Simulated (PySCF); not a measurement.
# Telling isomers of C$_{6}$H$_{11}$OP apart by NMR

PySCF calculation with geometry: GFN2-xTB and shieldings: GIAO PBE0/pcSseg-1; no relativistic terms, equivalent nuclei averaged, one conformer, no solvent.

Referencing at the same level of theory: TMS for 1H and 13C. Splittings of carbon signals by F and P are missing where no couplings were computed. Where no couplings were computed, multiplicities follow the n + 1 count of equivalent neighbours, and m marks all less simple cases (inequivalent or close neighbours, rings, F or P nearby). Shifts are as computed. Against solution values, carbons near 30 ppm lie about +3 ppm off and those near 130 ppm about +5 ppm. Of 1211 compounds with measured shifts, 218 miss one by over three times the rms of a fit or turn the order of signals round; such compounds aren't used in these exercises.

(1) Tabulate the signals of `C[C@@H]1C[P@@]1(=O)C1CC1`, `C=C[P@H](=O)C1CCC1`, `C=C[C@@H]1C[P@H](=O)[C@@H]1C`, `C=CP1CCOCC1`, `C=[P@]1(C)C(C)=C1OC` and their relative energies.

(2) What is the quickest way to tell C[C@@H]1C[P@@]1(=O)C1CC1 from C=CP1CCOCC1?

(3) What is the quickest way to tell C=C[C@@H]1C[P@H](=O)[C@@H]1C from C=[P@]1(C)C(C)=C1OC?

(4) What is the quickest way to tell C[C@@H]1C[P@@]1(=O)C1CC1 from C=[P@]1(C)C(C)=C1OC?

Answers

(1) 
```tsv
SMILES	carbon types	δC	δH	E rel. (kcal/mol)
C[C@@H]1C[P@@]1(=O)C1CC1	2×CH 3×CH2 1×CH3	21.6, 14.5, 13.3, 11.5, 7.3, 3.2	1.51 (m, 3H), 1.41 (m, 1H), 1.33 (m, 1H), 1.02 (m, 1H), 0.83 (m, 1H), 0.71 (m, 1H), 0.67 (m, 1H), 0.67 (m, 1H), -0.23 (m, 1H)	11.0
C=C[P@H](=O)C1CCC1	2×CH 4×CH2	145.2, 139.6, 34.4, 22.1, 20.2, 18.9	7.23 (m, 1H), 6.89 (m, 1H), 6.72 (m, 1H), 6.02 (m, 1H), 2.62 (m, 1H), 2.48 (m, 1H), 2.41 (m, 1H), 2.25 (m, 1H), 2.20 (m, 1H), 1.98 (m, 1H), 1.94 (m, 1H)	7.2
C=C[C@@H]1C[P@H](=O)[C@@H]1C	3×CH 2×CH2 1×CH3	147.6, 123.6, 52.3, 43.2, 33.3, 9.9	7.48 (m, 1H), 6.03 (m, 1H), 5.40 (m, 1H), 5.37 (m, 1H), 2.65 (m, 1H), 2.60 (m, 1H), 2.47 (m, 1H), 2.26 (m, 1H), 1.42 (m, 3H)	0.0
C=CP1CCOCC1	1×CH 5×CH2	153.5, 135.3, 70.2, 33.5	6.79 (m, 1H), 6.12 (m, 1H), 5.85 (m, 1H), 3.95 (m, 4H), 1.67 (m, 4H)	7.2
C=[P@]1(C)C(C)=C1OC	2×C 1×CH2 3×CH3	166.2, 142.2, 62.9, 22.8, 12.8, 8.7	4.16 (s, 3H), 2.08 (m, 3H), 1.82 (m, 3H), 0.34 (m, 2H)	69.3
```

Energies are electronic energies at PBE0/pcSseg-1 on these geometries, without zero-point or thermal terms, each for the one conformer computed, which needn't be the lowest.

(2) Count the carbon signals: 6 against 4. The first has a three-membered-ring carbon (CH) at 21.6 ppm, the second an alkene CH at 153.5 ppm. In the proton spectra the most deshielded non-exchanging signals are 1.51 (m, 3H) and 6.79 (m, 1H).

(3) Both give the same number of carbon signals, but DEPT or the intensities differ. The first has an alkene CH at 147.6 ppm, the second an alkene carbon bearing oxygen (C) at 166.2 ppm. In the proton spectra the most deshielded non-exchanging signals are 7.48 (m, 1H) and 4.16 (s, 3H).

(4) Both give the same number of carbon signals, but DEPT or the intensities differ. The first has a three-membered-ring carbon (CH) at 21.6 ppm, the second an alkene carbon bearing oxygen (C) at 166.2 ppm. In the proton spectra the most deshielded non-exchanging signals are 1.51 (m, 3H) and 4.16 (s, 3H).
